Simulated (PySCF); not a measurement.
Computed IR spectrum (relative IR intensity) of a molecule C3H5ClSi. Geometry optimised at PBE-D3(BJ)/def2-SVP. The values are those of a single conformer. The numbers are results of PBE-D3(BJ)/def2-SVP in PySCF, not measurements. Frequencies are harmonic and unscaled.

Lines under 2 % of the strongest are left out, and lines within 2 cm⁻¹ are merged.

| ν (cm⁻¹) | relative intensity |
|---|---|
| 324 | 6.3 |
| 327 | 8.0 |
| 507 | 22 |
| 615 | 24 |
| 663 | 5.8 |
| 696 | 11 |
| 708 | 11 |
| 730 | 5.7 |
| 733 | 40 |
| 829 | 100 |
| 866 | 51 |
| 1216 | 9.1 |
| 2086 | 18 |
| 2187 | 44 |
| 3389 | 22 |

### Question
Which structure fits?
A. [SiH3]C=C=CCl
B. C#C[Si@@H](C)Cl
C. ClC1=CC[SiH2]1
D. Cl[Si@@H]1C=CC1

### Answer
B, C#C[Si@@H](C)Cl
